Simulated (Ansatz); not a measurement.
Cost and result for the atomization energy of `[F][Ge]([F])([F])[O][SiH3]` (9 atoms, 8 bonds).

```csv
atom,x (Å),y (Å),z (Å)
F1,-2.4875,1.3045,-0.1042
Ge2,-1.5263,-0.0787,0.1078
F3,-1.3501,-0.3460,1.7808
F4,-2.3740,-1.3957,-0.5474
O5,-0.0083,0.1115,-0.6600
Si6,1.5928,0.1016,-0.2272
H7,1.9433,-1.2130,0.3629
H8,1.8511,1.1795,0.7581
H9,2.3592,0.3364,-1.4708
```

The species carries charge 0 and has multiplicity 1. Correlated methods include outer-core shells of Ge, which these sets cover unevenly. Scalar relativity is left out up to krypton. The geometry is a stationary point of PBE0-D4/def2-TZVP. It is one conformer, not always the lowest. Program: Ansatz. All runs use 4 threads of an Arm Neoverse V2 on a shared host. Times are those of one run each, without the atoms' runs, and a repeat can differ threefold. Electronic energies, without spin–orbit coupling; frozen cores. CCSD(T)/CBS adds CCSD(T) − MP2 in def2-TZVPP to the MP2 limit, and its time is that of the two runs behind it. T1 = 0.012. With those shells the extrapolation isn't a true limit. B3LYP takes the VWN-RPA correlation (the form of Gaussian; ORCA's B3LYP/G).

CCSD(T)/CBS is a level of theory with its own doubt, some kJ/mol a heavy atom from the limit and from the frozen cores, so smaller differences don't rank the functionals.

```json
{"level": "LDA (SPW92)/def2-TZVPP", "functions": "256", "wall time": "1.6 s"}
{"level": "revPBE-D4/def2-TZVPP", "functions": "256", "wall time": "2.5 s"}
{"level": "BLYP-D4/def2-TZVPP", "functions": "256", "wall time": "2.8 s"}
{"level": "PBE-D4/def2-TZVPP (with forces)", "functions": "256", "wall time": "3.2 s"}
{"level": "PBE0-D4/def2-TZVPP", "functions": "256", "wall time": "4 s"}
{"level": "CAM-B3LYP-D4/def2-TZVPP", "functions": "256", "wall time": "4.9 s"}
{"level": "B3LYP-D4/def2-TZVPP (with forces)", "functions": "256", "wall time": "6.5 s"}
{"level": "r2SCANh-D4/def2-TZVPP", "functions": "256", "wall time": "7.5 s"}
{"level": "PBE-QIDH/def2-TZVPP", "functions": "256", "wall time": "7.5 s"}
{"level": "CCSD(T)/def2-SVP", "functions": "121", "wall time": "15 s"}
{"level": "MP2/def2-QZVPP", "functions": "477", "wall time": "32 s"}
{"level": "CCSD(T)/def2-TZVPP", "functions": "256", "wall time": "7.6 min"}
{"level": "CCSD(T)/CBS(def2)", "functions": "–", "wall time": "8.1 min"}
```

Problem. What atomization energy does each give, and how far from CCSD(T)/CBS? (Estimate.)

Solution. Computed: 
```tsv
level	atomization (kcal/mol)	difference from CCSD(T)/CBS	per bond
LDA (SPW92)/def2-TZVPP	897.8	111.8	14.0
revPBE-D4/def2-TZVPP	758.7	-27.3	-3.4
BLYP-D4/def2-TZVPP	772.6	-13.4	-1.7
PBE-D4/def2-TZVPP (with forces)	783.3	-2.7	-0.3
PBE0-D4/def2-TZVPP	763.0	-23.0	-2.9
CAM-B3LYP-D4/def2-TZVPP	781.2	-4.8	-0.6
B3LYP-D4/def2-TZVPP (with forces)	769.1	-16.9	-2.1
r2SCANh-D4/def2-TZVPP	771.9	-14.1	-1.8
PBE-QIDH/def2-TZVPP	769.2	-16.8	-2.1
CCSD(T)/def2-SVP	722.7	-63.3	-7.9
MP2/def2-QZVPP	806.7	20.7	2.6
CCSD(T)/def2-TZVPP	765.7	-20.3	-2.5
CCSD(T)/CBS(def2)	786.0	0.0	0.0
```

At CCSD(T), def2-SVP lies −63.3 kcal/mol from the extrapolated value and def2-TZVPP −20.3 kcal/mol: correlation converges slowly with the basis, and small sets miss more of it in the bonded molecule than in its fragments. From r2SCAN to r2SCAN0 (25 % exact exchange), in def2-TZVPP and without D4, the atomization energy moves by −22.1 kcal/mol: exact exchange takes away binding that semilocal exchange gives to molecules. The D4 term adds +7.7 kcal/mol with B3LYP and +4.0 kcal/mol with PBE0; it sums over pairs of atoms, weighted by their polarisabilities, and B3LYP, whose exchange is more repulsive, gets the larger term.

For some Ge, Se and Sn compounds the MP2-based and the directly extrapolated limit differ by 10 to 25 kJ/mol.
